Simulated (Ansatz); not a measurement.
(1) Predict a relaxed structure of SnCl3(pyrrolidide) (C4H8Cl3NSn), charge 0, singlet, at PBE-D4/def2-SVP (Ansatz).

Results:

(1) 
```xyz
17

Sn    1.219    1.373   -1.254
Cl    2.125    2.280    0.756
Cl    3.015    0.506   -2.507
Cl    0.155    3.133   -2.401
N    -0.167   -0.141   -1.030
C    -1.361    0.243   -0.255
C    -1.025   -0.012    1.234
C     0.119   -1.067    1.194
C     0.344   -1.327   -0.316
H    -2.188   -0.427   -0.587
H    -1.681    1.279   -0.488
H    -1.910   -0.360    1.802
H    -0.673    0.923    1.715
H     1.040   -0.659    1.656
H    -0.137   -1.998    1.736
H     1.393   -1.551   -0.597
H    -0.269   -2.194   -0.657
```
Point group Cs (tolerance 0.1 Å). This is one stationary point.

In the def2 sets Sn takes a core potential; there is no spin–orbit coupling.
